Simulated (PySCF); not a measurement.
Compound: C6H11B.
SMILES with atom numbers: `[BH2:1]/[C:2](=[CH:3]/[CH3:4])[C:5](=[CH2:6])[CH3:7]` (hydrogens: H8, H9 on B1; H10 on C3; H11, H12, H13 on C4; H14, H15 on C6; H16, H17, H18 on C7)

Torsions of this conformer, `[BH2:1]/[C:2](=[CH:3]/[CH3:4])[C:5](=[CH2:6])[CH3:7]`: B1–C2–C5–C6 109°.

The closed-shell ground state was solved at several levels (PySCF, density fitting, gas phase, non-relativistic). One conformer (not necessarily the lowest) at the GFN2-xTB geometry, without solvent, vibrations or thermal averaging.

| level | basis functions | total energy (Eh) | HOMO (eV) | LUMO (eV) | gap (eV) | dipole (D) |
| --- | --- | --- | --- | --- | --- | --- |
| PBE0/def2-SVPD | 228 | -259.5449 | -7.04 | -1.80 | 5.24 | 1.69 |
| PBE0/pcSseg-1 | 174 | -259.6870 | -7.02 | -1.78 | 5.24 | 1.73 |

(1) Estimate the row for wB97X-D/def2-SVPD, a basis of 228 functions; the other rows only guide the guess.

(2) How far do the dipole and the HOMO energy spread over the levels?

Answers

(1) Total energy -259.7866 Eh, HOMO -8.85 eV, LUMO 0.05 eV, gap 8.90 eV, dipole 1.60 D.

(2) The dipole runs from 1.60 to 1.73 D (mean 1.68 D) and the HOMO from -8.85 to -7.02 eV.

The pairwise dispersion term of wB97X-D wasn't added to the energies; at a given geometry it leaves orbitals and properties as they are.
